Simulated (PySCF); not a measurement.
The first ionisation energy along the 5d series

Calculated with PySCF 2.14 from differences of total energies of unrestricted determinants, without spin-orbit coupling. Values in eV. The last column holds reference values (NIST; (s) semi-empirical, (t) theoretical, else measured). Unmarked ones compare directly (S terms, centres of terms, or small fine structure); those marked * lie between the lowest fine-structure levels and include a spin-orbit shift.

```tsv
element	configurations	MP2 (valence and next inner shell)	SCS-MP2 (valence and next inner shell)	CCSD (valence and next inner shell)	PBE0	SCS-MP2 (valence)	CCSD(T) (valence)	reference
Hf (def2-TZVPPD with the def2 core potential (60 electrons), ECP)	[Xe] 4f14 5d2 6s2 → [Xe] 4f14 5d1 6s2	n/a	n/a	n/a	n/a	n/a	n/a	6.712
Ta (def2-TZVPPD with the def2 core potential (60 electrons), ECP)	[Xe] 4f14 5d3 6s2 → [Xe] 4f14 5d3 6s1	7.161	7.272	7.169	7.040	7.092	7.178	7.573
W (def2-TZVPPD with the def2 core potential (60 electrons), ECP)	[Xe] 4f14 5d4 6s2 → [Xe] 4f14 5d4 6s1	7.395	7.520	7.369	7.277	7.384	7.412	7.825
Re (def2-TZVPPD with the def2 core potential (60 electrons), ECP)	[Xe] 4f14 5d5 6s2 → [Xe] 4f14 5d5 6s1	7.464	7.604	7.395	7.329	7.516	7.425	7.834
Os (def2-TZVPPD with the def2 core potential (60 electrons), ECP)	[Xe] 4f14 5d6 6s2 → [Xe] 4f14 5d6 6s1	8.102	8.183	7.955	8.036	8.085	7.979	8.473
Ir (def2-TZVPPD with the def2 core potential (60 electrons), ECP)	[Xe] 4f14 5d7 6s2 → [Xe] 4f14 5d7 6s1	8.713	8.750	8.510	8.627	8.644	8.537	8.926
Pt (def2-TZVPPD with the def2 core potential (60 electrons), ECP)	[Xe] 4f14 5d9 6s1 → [Xe] 4f14 5d9	9.060	8.812	8.740	9.051	8.657	8.685	8.959 *
Au (def2-TZVPPD with the def2 core potential (60 electrons), ECP)	[Xe] 4f14 5d10 6s1 → [Xe] 4f14 5d10	9.253	9.017	8.931	9.214	8.883	8.923	9.226
Hg (def2-TZVPPD with the def2 core potential (60 electrons), ECP)	[Xe] 4f14 5d10 6s2 → [Xe] 4f14 5d10 6s1	10.448	10.332	10.091	10.148	10.226	10.141	10.438
```

| method | elements | mean error (eV) | mean absolute error (eV) | largest error (eV) |
| --- | --- | --- | --- | --- |
| MP2 (valence and next inner shell) | 7 | -0.251 | 0.262 | -0.431 |
| SCS-MP2 (valence and next inner shell) | 7 | -0.231 | 0.231 | -0.305 |
| CCSD (valence and next inner shell) | 7 | -0.410 | 0.410 | -0.518 |
| PBE0 | 7 | -0.375 | 0.375 | -0.548 |
| SCS-MP2 (valence) | 7 | -0.352 | 0.352 | -0.480 |
| CCSD(T) (valence) | 7 | -0.386 | 0.386 | -0.495 |

Errors include the incompleteness of the basis and the frozen core.

"Valence" correlates the outer s and p shells and, in groups 3 to 12 and the f block, the outer d or f shell, open or full, or the next shell where the ion has no valence electron left; the wider scheme adds the next inner shell.
